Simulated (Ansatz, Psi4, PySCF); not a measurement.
Species: chloro(dimethyl)borane, C₂H₆BCl (charge 0, singlet). SMILES: B(C)(Cl)C
Geometry from a B3LYP-D3(BJ)/def2-TZVP (Ansatz, an electronic-structure program) optimisation:
```xyz
10

C      1.4255    -0.9875    -0.4063
B      0.0192    -0.3520    -0.1827
C     -1.3160    -1.0184    -0.6351
Cl    -0.0670     1.2264     0.6367
H      1.3875    -2.0783    -0.4510
H      2.1747    -0.6750     0.3208
H      1.7812    -0.6533    -1.3905
H     -1.6549    -1.6609     0.1891
H     -2.1209    -0.3108    -0.8325
H     -1.1825    -1.6752    -1.4977
```
Charge 0, spin multiplicity 1.

Wanted: vertical triplet-singlet gap, E(triplet) - E(singlet), in eV. Conventions: spin-orbit terms left out; open shells spin-unrestricted; each state is the SCF solution reached for its charge and spin; six Cartesian d functions in 6-31G* and its kin unless marked 5d; non-relativistic; no dispersion term unless named; valence correlation only; 6-311+G** with 5d, 6d on Na to Ar in Ansatz. Ab initio and DFT rows: single points at B3LYP-D3(BJ) geometries (Ansatz). Levels can end on unlike triplets.

```tsv
level	program	vertical triplet-singlet gap, E(triplet) - E(singlet) (eV)
HF/6-311+G**	Ansatz	6.26
PBE/6-31G*	Ansatz	5.14
PBE/6-311+G**	Ansatz	5.13
B3LYP/6-31G*	Ansatz	5.53
M06-2X/6-31G* (5d)	PySCF	5.84
wB97X-D/6-31G*	Psi4	5.75
MP2/6-31G*	Ansatz	6.41
PBE0/def2-TZVPD	Ansatz	5.42
wB97X-V/def2-TZVPD	Ansatz	5.88
```

No value to compare with is used here. The 7 habitual levels span 5.13 (PBE/6-311+G**) to 6.41 eV (MP2/6-31G*); wB97X-V/def2-TZVPD gives 5.88.

The levels are drawn from those run, B3LYP/6-31G* more often than the rest, none by its result; left out are runs that failed, that the program found above a lower state of the same kind, or whose <S^2> lies over 0.5 above the pure value.
